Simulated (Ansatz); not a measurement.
Program: Ansatz. Geometries: PBE0-D4/def2-TZVP. ΔE: electronic, gas phase. CCSD(T)/CBS adds triple-zeta CCSD(T) − MP2 to the extrapolated MP2 energy (def2 sets, frozen cores). DFT in def2-TZVPP. For Br outer-core shells are correlated without core-valence functions, which leaves a few kJ/mol of doubt a bond. Scalar relativity is left out up to krypton. Each species was taken in one conformer, which may not be the lowest.

Consider the redistribution: `CC[SiH](O)P` + `[SiH3][SiH2]Br` → `O[SiH]([SiH3])P` + `CC[SiH2]Br`.

| level | ΔE (kJ/mol) |
| --- | --- |
| B2PLYP | -3.4 |
| r2SCAN | -2.7 |
| HF/def2-TZVPP | -5.0 |
| SCS-MP2/def2-QZVPP | -2.8 |

**Question.** What does CCSD(T)/CBS give? (Estimate.)

**Answer.** Computed: -1.6 kJ/mol. The listed levels differ from it by -1.8, -1.1, -3.4, -1.2 kJ/mol.

Largest T1 diagnostic among the species: 0.014.
